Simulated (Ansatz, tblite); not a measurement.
Removing and adding an electron: TeOCl2 (TeCl₂O). The state is a singlet with charge 0. Geometry: PBE-D4/def2-SVP. Ansatz, gas phase; energy differences of separate SCF runs; the oxidised species was run as a doublet alone; the reduced species was run as a doublet alone.

```xyz
4

Te   -0.089    0.596   -0.441
O    -0.700   -0.734   -1.537
Cl   -1.286    0.302    1.643
Cl    2.075   -0.164    0.335
```

In the def2 sets Te takes a core potential; there is no spin–orbit coupling. The xTB rows come from tblite.

(1) Estimate orbital energies and vertical ionisation energies and electron affinities at: GFN1-xTB; GFN2-xTB; PBE-D4/def2-TZVP; PBE-D4/def2-TZVPD; r2SCAN-D4/def2-TZVP; r2SCAN-D4/def2-TZVPD; PBE0-D4/def2-TZVP; PBE0-D4/def2-TZVPD.

Results:

(1) 
```csv
level,−HOMO (eV),vertical IE (eV),−LUMO (eV),vertical EA (eV),HOMO–LUMO gap (eV),IE − EA (eV),remarks
GFN1-xTB,13.27,16.08,9.42,6.45,3.85,9.63,–
GFN2-xTB,12.65,15.66,8.72,5.71,3.93,9.95,–
PBE-D4/def2-TZVP,7.47,10.49,3.94,–,3.53,–,–
PBE-D4/def2-TZVPD,7.56,–,4.06,1.41,3.51,–,HOMO above zero (-1 doublet)
r2SCAN-D4/def2-TZVP,7.79,10.56,3.90,–,3.89,–,–
r2SCAN-D4/def2-TZVPD,7.85,–,3.98,1.47,3.86,–,HOMO above zero (-1 doublet)
PBE0-D4/def2-TZVP,8.76,10.53,3.26,–,5.50,–,–
PBE0-D4/def2-TZVPD,8.83,–,3.37,1.55,5.46,–,HOMO above zero (-1 doublet)
```

   A HOMO above zero means that the electron is unbound at that level or that self-interaction error raises the level; the energy of removing that electron tells which. Raw xTB energy differences between charge states are shifted by several eV; the methods need an empirical correction for them.
